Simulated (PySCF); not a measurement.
Species: C₄H₄FNO.
Numbering: `[N:1]#[C:2][C@@H:3]1[CH2:4][C@H:5]([F:6])[O:7]1` (hydrogens: H8 on C3; H9, H10 on C4; H11 on C5)

Computed geometry: GFN2-xTB, gas phase.

Q: List the bond lengths, angles and torsions at this level.

A: 
| bond | length (Å) | order |
| --- | --- | --- |
| N1≡C2 | 1.142 | triple |
| C2–C3 | 1.448 | single |
| C3–C4 | 1.543 | single |
| C4–C5 | 1.530 | single |
| C5–F6 | 1.365 | single |
| C5–O7 | 1.398 | single |
| C3–O7 | 1.440 | single |
| C3–H8 | 1.097 | single |
| C4–H9 | 1.085 | single |
| C4–H10 | 1.087 | single |
| C5–H11 | 1.097 | single |

Orders are formal, as drawn. A selection of angles:
| angle | degrees |
| --- | --- |
| N1–C2–C3 | 178.5 |
| C2–C3–C4 | 115.0 |
| C2–C3–O7 | 113.7 |
| C2–C3–H8 | 109.5 |
| C4–C3–O7 | 90.5 |
| C4–C3–H8 | 115.9 |
| O7–C3–H8 | 111.1 |
| C3–C4–C5 | 84.0 |
| C3–C4–H9 | 115.4 |
| C3–C4–H10 | 115.0 |
| C5–C4–H9 | 115.7 |
| C5–C4–H10 | 113.6 |
| H9–C4–H10 | 110.9 |
| C4–C5–F6 | 113.1 |
| C4–C5–O7 | 92.7 |
| C4–C5–H11 | 119.2 |
| F6–C5–O7 | 111.9 |
| F6–C5–H11 | 106.3 |
| O7–C5–H11 | 113.3 |
| C3–O7–C5 | 92.8 |

Torsions: C2–C3–C4–C5 -115° (anticlinal); C3–C4–C5–F6 113° (anticlinal); C4–C5–O7–C3 2° (synperiplanar); C2–C3–O7–C5 116° (anticlinal).

The 4-membered ring C3–C4–C5–O7 has internal angles of 84.0° to 92.8° (sum 360°, against 360° for a flat polygon); it is almost planar, 0.01 Å rms from its mean plane, widest ring torsion 2°. The C–O distances run from 1.398 Å (C5–O7, drawn single) to 1.440 Å (C3–O7, drawn single), a spread of 0.042 Å. The C–C distances run from 1.448 Å (C2–C3, drawn single) to 1.543 Å (C3–C4, drawn single), a spread of 0.095 Å. O7 (cyclic ether oxygen) is bent (angle 92.8°).

Point group: C1 (no symmetry element, even within 0.4 Å). GFN2-xTB frequencies: not computed here.
